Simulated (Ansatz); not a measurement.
Ideal-gas functions of C₂H₂Cl₂Si (`ClC1=C(Cl)[SiH2]1`) at 298.15 K and 1 bar, from an Ansatz frequency run at PBE0-D4/def2-TZVP.

Molar mass 125.03 g/mol, point group C2v (symmetry number 2), electronic degeneracy 1, moments of inertia 184.901, 267.384, 446.237 u Å². Harmonic wavenumbers (cm⁻¹, unscaled): 134, 196, 283, 439, 482, 574, 632, 652, 685, 924, 983, 1032, 1668, 2236, 2247.

Use S(trans) = R[1.5 ln M + 2.5 ln T − 1.1517]; rotational temperatures θ = 24.2544 K / I; S(rot) = R[ln(√π/σ · √(T³/θAθBθC)) + 1.5]; for each mode x = 1.438777 ν̃/T, S = R[x/(eˣ − 1) − ln(1 − e⁻ˣ)] and H = RT x/(eˣ − 1); 1 cm⁻¹ = 0.0119627 kJ/mol; R = 8.31446 J/(mol·K).

Problem. By hand: the entropy, in J/(mol·K).

Solution. Translation 169.1. Rotation: θ = 0.1312, 0.0907, 0.0544 K, giving 113.1. Vibration, mode by mode: 12.08, 9.08, 6.34, 3.47, 2.95, 2.08, 1.66, 1.54, 1.36, 0.53, 0.42, 0.34, 0.02, 0.00, 0.00, in all 41.9. Electronic 0.0. Sum 324.1 J/(mol·K).

Problem. By hand: H − E and G − E in kJ/mol, counted from the electronic energy.

Solution. Zero-point energy ½ × 13167 × 0.0119627 = 78.8; thermal vibration 7.6; translation, rotation and pV give 4 RT = 9.9. H − E = 96.3 kJ/mol, and G − E = 96.3 − 298.15 × 324.1/1000 = -0.3 kJ/mol.

Vibration gives 13 % of the entropy, 12.1 J/(mol·K) of it from the mode under 150 cm⁻¹: soft modes count most, and the harmonic formula is weakest for them.
